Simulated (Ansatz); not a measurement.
Reaction (formal hydrolysis of the In–N bond): `[NH2][InH][NH2]` + H₂O → `[NH2][InH][OH]` + NH₃

Program: Ansatz. Geometries: PBE0-D4/def2-TZVP. ΔE: electronic, gas phase. CBS: MP2 limit from def2 TZ/QZ plus the TZ coupled-cluster correction, frozen cores. This one scheme is used for every species. DFT in def2-TZVPP. HSE06 is defined as in plane-wave codes. def2 core potentials past Kr. For In outer-core shells are correlated without core-valence functions, which leaves a few kJ/mol of doubt a bond. Each species was taken in one conformer, which may not be the lowest.

`[NH2][InH][NH2]`:

Z-matrix (Å, degrees):
```
N
In 1 2.018
H 1 1.008 2 119.7
H 1 1.008 2 119.3 3 -139.7
N 2 2.018 1 112.7 3 158.4
H 2 1.703 1 123.6 3 -21.6
H 5 1.008 2 119.7 1 158.4
H 5 1.008 2 119.3 1 18.7
```

H₂O:

Z-matrix (Å, degrees):
```
O
H 1 0.960
H 1 0.960 2 105.1
```

`[NH2][InH][OH]`:

Z-matrix (Å, degrees):
```
N
In 1 2.003
H 1 1.007 2 120.9
H 1 1.009 2 117.7 3 -140.7
O 2 1.990 1 107.5 3 159.0
H 2 1.701 1 129.7 3 -26.0
H 5 0.959 2 113.7 1 175.5
```

NH₃:

```xyz
4

N    -0.028    0.246    0.134
H    -0.684   -0.445    0.476
H    -0.188    0.340   -0.862
H     0.900   -0.141    0.251
```

```
             level  ΔE (kJ/mol)  difference from CCSD(T)/CBS
         r2SCAN-D4        -28.9                         -6.6
            B97M-V        -32.8                        -10.5
        r2SCAN0-D4        -24.7                         -2.4
          HSE06-D4        -23.2                         -0.9
          BHLYP-D4        -24.5                         -2.2
           ωB97M-V        -24.4                         -2.1
            B2PLYP        -27.6                         -5.3
           r2SCAN0        -25.1                         -2.8
      MP2/def2-SVP        -27.8                         -5.5
SCS-MP2/def2-TZVPP        -24.1                         -1.8
       CCSD(T)/CBS        -22.3                            0
```

Largest T1 diagnostic among the species: 0.016.

From BLYP to BHLYP (50 % exact exchange), in def2-TZVPP and without D4, ΔE moves by +6.6 kJ/mol. At CCSD(T), def2-SVP lies −4.3 kJ/mol from the extrapolated value and def2-TZVPP −0.2 kJ/mol. Leaving LDA and LC-ωPBE aside and taking each functional with its dispersion term where it has one, the values, not all of them listed here, spread over 10.6 kJ/mol, from B97M-V to PBE-QIDH. LDA lies +6.8 kJ/mol from PBE without D4.
